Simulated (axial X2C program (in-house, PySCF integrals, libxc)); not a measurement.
## Low determinants of TcH at the PBE0 level, with spin–orbit coupling

Computed with an in-house relativistic program for diatomic molecules. Two-component (2c) means X2C with spin–orbit coupling and atomic mean-field two-electron Coulomb and Gaunt terms. Basis: Tc dyall-cv3z [12s12p8d5f3g], H dyall-v3z [6s2p1d] (cores contracted in-house); Gaussian nuclei, density fitting, unrestricted open shells. Masses: Tc 98.907 u, H 1.008 u.

Search at 1.648 Å (vertical energies from the lowest determinant):

```
ΔE (eV)  state  electrons beyond evenly filled partner blocks  electrons in ±ω = 1/2, 3/2, 5/2, 7/2
   0.00  Ω = 3                               ω = 1/2, ω = 5/2                             29 12 3 0
   0.05  Ω = 2                              ω = -1/2, ω = 5/2                             29 12 3 0
   0.09  Ω = 1                              ω = -3/2, ω = 5/2                             28 13 3 0
   0.29  Ω = 4                               ω = 3/2, ω = 5/2                             28 13 3 0
   1.05  Ω = 0                ω = -1/2, 2 × ω = 3/2, ω = -5/2                             29 12 3 0
   1.23  Ω = 3                 2 × ω = -1/2, ω = 3/2, ω = 5/2                             28 13 3 0
   1.97  Ω = 1                              ω = -3/2, ω = 5/2                             30 11 3 0
```

Lowest determinant, Ω = 3 (⟨Sz⟩ = 2.00, ⟨Lz⟩ = 1.00 at PBE0): Re = 1.647 Å, ωe = 1858.9 cm⁻¹.

The determinant in row 2 of the search, Ω = 2 (⟨Sz⟩ = 2.00, ⟨Lz⟩ = 0.00 at PBE0), was followed along the bond at PBE0; measured from the minimum of the lowest determinant it gives:

Te = 0.051 eV (415 cm⁻¹), Re = 1.663 Å, ωe = 1838.4 cm⁻¹.

Q: Compare the bond of the determinant in row 2 with that of the lowest one.

A: At PBE0 its Re is 0.016 Å longer and its force constant, which goes as ωe², is 0.98 times that of the lowest determinant. T0 ≈ Te + Δωe/2 = 415 + (-10) = 405 cm⁻¹.

The search compares states at one distance, so a state with another bond length can lie lower; it is not exhaustive and yields mostly the lowest determinant of each block pattern, so other components and higher states of one pattern are missing. These are energies of single determinants, not of spin-adapted states; PBE0 term energies can be off by some tenths of an eV, and the functional has no current term. Open-shell Ω = 0 determinants with evenly filled partner blocks cannot be reached by this program, so the Ω shown need not be the lowest component. The lowest determinant need not be the ground state where others lie within half an eV.
